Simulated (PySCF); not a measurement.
C₇H₄N₆, SMILES C1=CC2=NC=NC3=NC=NC(=N1)N23.

Geometry optimised at B3LYP-D3(BJ)/def2-SVP.

All values below come from ωB97X/def2-SVP run with PySCF.

The molecule is in vacuum.

Computed frontier levels, gap, dipole moment and polarisability:
| Property | Result |
|---|---|
| highest occupied level | -8.73 eV |
| lowest empty level | -0.88 eV |
| orbital gap | 7.85 eV |
| dipole moment | 2.61 D |
| quadrupole, principal values (traceless, Buckingham form, about the centre of nuclear charge) | -10.65, 4.83, 5.82 D·Å |
| mean static polarisability | 106.8 bohr³ (15.82 Å³) |
| polarisability, principal values | 44.6, 135.5, 140.2 bohr³ |
